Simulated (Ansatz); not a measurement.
Job for Ansatz (a first-principles code): U-r2SCAN/cc-pVTZ on BrGaH2 (SMILES [GaH2][Br]), a point of a bond scan (R = 1.869 Å).

Ansatz 0.2 input:
```yaml
crystal:
  periodic: [false, false, false]
  atoms:
    - {symbol: Ga, position_ang: [-0.62727121, -0.97642227, 0.15641510]}
    - {symbol: H, position_ang: [0.04081381, -2.15600252, 1.44301804]}
    - {symbol: H, position_ang: [-1.89600936, -1.10175241, -0.73821097]}
    - {symbol: Br, position_ang: [0.61177002, 0.95229282, -0.15254975]}
basis:
  gaussian:
    orbitals: cc-pVTZ
hamiltonian:
  xc: {name: r2SCAN}
magnetization: {spin_polarized: true, initial_magnetization: 0}
```

Task: Predict the final total energy.

Result: -4500.2863 hartree.

Task: How many basis functions does it have, and what does it roughly cost on one machine?

Result: 114 functions; about 12 core-seconds (a rough figure).
